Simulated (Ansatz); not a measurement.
`C[S][Ge][NH2]`, relaxed with RKS PBE0-D4/def2-TZVP in the Gaussian-basis code of Ansatz from a PBE-D4/def2-SVP geometry. The force threshold is 0.005 eV/Å; the program also tests the step.

Charge 0, multiplicity 1.

Start:

```xyz
9

C     0.807    0.821   -0.790
S     1.380   -0.916   -0.808
Ge   -0.051   -2.096    0.524
N    -1.171   -0.725    1.036
H    -0.224    0.913   -1.186
H     0.853    1.253    0.231
H     1.486    1.401   -1.444
H    -1.123    0.264    0.777
H    -1.958   -0.917    1.662
```

```json
{"step": "1", "energy (eV)": "-69950.8272", "largest force (eV/Å)": "0.590", "largest move (Å)": "0.000"}
{"step": "2", "energy (eV)": "-69950.8689", "largest force (eV/Å)": "0.194", "largest move (Å)": "0.026"}
{"step": "3", "energy (eV)": "-69950.8708", "largest force (eV/Å)": "0.106", "largest move (Å)": "0.035"}
{"step": "4", "energy (eV)": "-69950.8729", "largest force (eV/Å)": "0.044", "largest move (Å)": "0.039"}
{"step": "5", "energy (eV)": "-69950.8730", "largest force (eV/Å)": "0.024", "largest move (Å)": "0.006"}
{"step": "6 (rejected)", "energy (eV)": "-69950.8726", "largest force (eV/Å)": "0.049", "largest move (Å)": "0.045"}
{"step": "7", "energy (eV)": "-69950.8732", "largest force (eV/Å)": "0.002", "largest move (Å)": "0.012"}
```

End:

```xyz
9

C     0.804    0.823   -0.789
S     1.350   -0.901   -0.796
Ge   -0.050   -2.066    0.519
N    -1.169   -0.725    1.038
H    -0.204    0.919   -1.194
H     0.847    1.246    0.215
H     1.487    1.382   -1.429
H    -1.127    0.247    0.778
H    -1.937   -0.924    1.658
```

It took 17 s on 4 threads of a server CPU on a shared host, with 0.5 GiB of host memory at the peak.
